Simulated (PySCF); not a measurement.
A GIAO shielding run with PySCF 2.14.0 with density-fitted response routines (density fitting, non-relativistic, gas phase) on SMILES CCCC[C@H](C)C(F)(F)F, C₇H₁₃F₃:

```
$ OMP_NUM_THREADS=1 python probes_run.py task.json out

{"job": {"kind": "nmr", "xc": "PBE0", "basis": "pcSseg-1"}, "charge": 0, "multiplicity": 1}
C      3.435311    -0.218666     0.335498
C      2.234445     0.147234    -0.527953
C      0.921581    -0.028923     0.231649
C     -0.281841     0.325682    -0.638257
C     -1.606765     0.286485     0.134137
C     -1.978122    -1.112996     0.620504
C     -2.719101     0.802846    -0.768633
F     -2.889131     0.048928    -1.865300
F     -2.491989     2.054161    -1.202819
F     -3.910340     0.838616    -0.147220
H      4.360249    -0.087528    -0.220551
H      3.372729    -1.255924     0.657508
H      3.475033     0.412074     1.220957
H      2.326841     1.184188    -0.857020
H      2.222770    -0.483218    -1.419346
H      0.929867     0.610703     1.117170
H      0.845851    -1.064515     0.565851
H     -0.340950    -0.365880    -1.481718
H     -0.140630     1.331389    -1.041598
H     -1.559006     0.975892     0.984145
H     -1.988713    -1.810216    -0.214104
H     -1.259160    -1.456465     1.357381
H     -2.963681    -1.106879     1.080361
```

Hardware: 1 thread of an Intel Xeon, shared host. The job also computes population analyses, field gradients.

Question: How large is the calculation?

Answer: 82 electrons, 235 basis functions and 1214 auxiliary functions.

Question: How long does it take, and how much memory does it need?

Answer: 2.1 min of wall time, with 12 SCF cycles and 4 response iterations; peak memory 1.1 GiB. Times on a shared host scatter by some tens of per cent.
